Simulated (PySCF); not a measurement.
SMILES FC([SiH2][SiH2]c1ccccc1)(F)F, GFN2-xTB optimised geometry.

```
21

F     -2.79    -3.53     0.54
C     -2.93    -2.80    -0.59
F     -4.25    -2.77    -0.85
F     -2.37    -3.53    -1.58
Si    -2.12    -1.04    -0.42
Si     0.12    -1.47     0.02
C      1.06     0.17     0.00
C      0.41     1.40     0.00
C      1.12     2.59     0.00
C      2.50     2.57     0.00
C      3.17     1.35     0.00
C      2.45     0.17     0.00
H     -2.50    -0.42    -1.70
H     -2.96    -0.43     0.61
H      0.73    -2.37    -0.97
H      0.31    -2.09     1.35
H     -0.67     1.43     0.00
H      0.59     3.53     0.00
H      3.06     3.49     0.00
H      4.25     1.33     0.00
H      2.98    -0.77     0.00
```

Density from CAM-B3LYP/def2-SVP run with PySCF at that geometry.

Minimum of the electron density along straight lines between bonded atoms, close to the bond critical point (lines longer than 1.1 times the sum of covalent radii, or with two minima, are not listed):

```
bond     length / Å  ρ at the minimum / e bohr⁻³  ∇²ρ there / e bohr⁻⁵  position (fraction from the first atom)
-------  ----------  ---------------------------  --------------------  ---------------------------------------
F1–C2         1.353                        0.265                 -0.20                                     0.66
C2–F3         1.346                        0.269            (withheld)                                     0.34
C2–F4         1.353                        0.265                 -0.20                                     0.34
C2–Si5        1.944                        0.107                  0.33                                     0.63
Si6–C7        1.890                        0.113                  0.34                                     0.38
C7–C8         1.392                        0.309                 -0.78                                     0.50
C8–C9         1.383                        0.315                 -0.82                                     0.50
C9–C10        1.385                        0.315                 -0.82                                     0.50
C10–C11       1.385                        0.315                 -0.82                                     0.50
C7–C12        1.392                        0.309                 -0.78                                     0.50
C11–C12       1.383                        0.316                 -0.83                                     0.50
Si5–H13       1.467                        0.117                  0.32                                     0.49
Si5–H14       1.467                        0.117                  0.32                                     0.49
Si6–H15       1.472                        0.116                  0.32                                     0.49
Si6–H16       1.473                        0.116                  0.31                                     0.49
C8–H17        1.083                        0.282                 -1.06                                     0.63
C9–H18        1.080                        0.284                 -1.09                                     0.63
C10–H19       1.080                        0.284                 -1.10                                     0.64
C11–H20       1.080                        0.284                 -1.10                                     0.64
C12–H21       1.080                        0.285                 -1.09                                     0.63
```

Q: What belongs in the gaps?

A: 
- C2–F3, ∇²ρ there / e bohr⁻⁵: -0.18
